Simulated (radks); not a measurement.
Q: Species: Dy+. Configuration: [Xe] 4f10 6s0.75 5f0.25 (fractional occupations, a model configuration). Calculated with a radial shooting solver on a logarithmic mesh with Libxc functionals: scalar-relativistic Kohn-Sham, LDA (Slater exchange, Perdew-Wang correlation), spin-polarised, spherical densities, point nucleus; open shells are filled with parallel spins first (spin-orbit coupling, left out, can overturn this in heavy ions). Some entries of the table are withheld. Estimate them.

| orbital | occ. | eigenvalue (eV) | <r^2> (bohr^2) |
|---|---|---|---|
| 1s up | 1 | -53620.73 | 0.0006101 |
| 1s down | 1 | -53620.73 | 0.0006101 |
| 2s up | 1 | -8936.289 | 0.009531 |
| 2s down | 1 | -8936.217 | 0.009530 |
| 2p up | 3 | -7933.045 | 0.007712 |
| 2p down | 3 | -7932.991 | 0.007711 |
| 3s up | 1 | -1994.944 | 0.06301 |
| 3s down | 1 | -1993.336 | 0.06295 |
| 3p up | 3 | -1686.988 | 0.06326 |
| 3p down | 3 | -1685.391 | 0.06319 |
| 3d up | 5 | -1290.070 | 0.05291 |
| 3d down | 5 | -1288.823 | 0.05284 |
| 4s up | 1 | -401.3538 | 0.3175 |
| 4s down | 1 | -397.9612 | 0.3176 |
| 4p up | 3 | -299.9153 | 0.3594 |
| 4p down | 3 | -296.5677 | 0.3597 |
| 4d up | 5 | -161.7796 | 0.4321 |
| 4d down | 5 | -158.5050 | 0.4333 |
| 5s up | 1 | -57.4714 | 1.892 |
| 5s down | 1 | -55.7820 | 1.922 |
| 5p up | 3 | -33.6821 | 2.688 |
| 5p down | 3 | -32.3837 | 2.741 |
| 4f up | 7 | -12.0910 | 1.006 |
| 6s up | 0.75 | -10.1370 | 14.46 |
| 6s down | 0 | -9.3305 | 15.02 |
| 4f down | 3 | -9.2598 | 1.124 |
| 5d up | 0 | -8.3593 | 8.598 |
| 5d down | 0 | -7.5548 | 8.928 |
| 6p up | 0 | -6.3927 | (1) |
| 6p down | 0 | -5.7417 | (2) |
| 7s up | 0 | (3) | 78.22 |
| 7s down | 0 | (4) | 83.57 |
| 5f up | 0.25 | -1.8166 | 126.9 |
| 5f down | 0 | -1.6666 | 145.1 |
| 6f up | 0 | (5) | 376.7 |
| 6f down | 0 | (6) | 433.0 |

A: 
(1) 6p up <r^2> (bohr^2): 24.06
(2) 6p down <r^2> (bohr^2): 26.35
(3) 7s up eigenvalue (eV): -3.5914
(4) 7s down eigenvalue (eV): -3.3581
(5) 6f up eigenvalue (eV): -0.9568
(6) 6f down eigenvalue (eV): -0.8792
